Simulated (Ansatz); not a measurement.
Consider the silylene formation by 1,1-elimination: `N[SiH](O)[SiH3]` → `O[SiH3]` + `N[SiH]`.

Isolated molecules relaxed with PBE0-D4/def2-TZVP in Ansatz; ΔE leaves out vibrations. CCSD(T)/CBS is the MP2 limit (def2-TZVPP, def2-QZVPP) plus CCSD(T) − MP2 in def2-TZVPP, frozen cores. This one scheme is used for every species. DFT in def2-TZVPP. B3LYP here is the variant with VWN-RPA as its local correlation; programs differ in this. HSE06 is defined as in plane-wave codes. One conformer a species, not always the lowest.

```tsv
level	ΔE (kJ/mol)	difference from CCSD(T)/CBS
LDA (SPW92)	201.5	30.2
PBE-D4	178.7	7.4
revPBE-D4	174.1	2.8
BLYP-D4	155.1	-16.2
B97M-V	171.8	0.5
PBE0-D4	188.1	16.8
B3LYP-D4	166.2	-5.1
r2SCANh-D4	189.6	18.3
r2SCAN0-D4	192.0	20.7
HSE06-D4	187.6	16.3
BHLYP-D4	176.7	5.4
CAM-B3LYP-D4	172.0	0.7
ωB97X-V	181.9	10.6
ωB97M-V	162.4	-8.9
B2PLYP	160.1	-11.2
PBE-QIDH	186.5	15.2
PBE	169.2	-2.1
revPBE	154.4	-16.9
BLYP	136.1	-35.2
r2SCAN	185.3	14.0
PBE0	179.7	8.4
B3LYP	151.0	-20.3
r2SCANh	186.7	15.4
r2SCAN0	188.9	17.6
HSE06	179.6	8.3
BHLYP	163.3	-8.0
CAM-B3LYP	163.1	-8.2
LC-ωPBE	190.5	19.2
HF/def2-SVP	146.8	-24.5
CCSD/def2-SVP	145.5	-25.8
CCSD(T)/def2-SVP	146.2	-25.1
MP2/def2-TZVPP	174.0	2.7
SCS-MP2/def2-TZVPP	162.6	-8.7
CCSD/def2-TZVPP	162.1	-9.2
CCSD(T)/def2-TZVPP	164.4	-6.9
HF/def2-QZVPP	151.1	-20.2
MP2/def2-QZVPP	177.9	6.6
SCS-MP2/def2-QZVPP	167.0	-4.3
MP2/CBS(def2)	180.9	9.6
CCSD/CBS(def2)	169.0	-2.3
CCSD(T)/CBS	171.3	0
```

Largest T1 diagnostic among the species: 0.015.

In def2-TZVPP, CCSD(T) changes the Hartree–Fock value by +13.3 kJ/mol (the triples alone add +2.3 kJ/mol) and MP2 by +22.8 kJ/mol. The D4 term adds +15.1 kJ/mol with B3LYP and +8.4 kJ/mol with PBE0; it sums over pairs of atoms, weighted by their polarisabilities, and B3LYP, whose exchange is more repulsive, gets the larger term.

CCSD(T)/CBS has its own doubt, a few kJ/mol and more with outer-core shells, so smaller differences from it don't rank the levels.
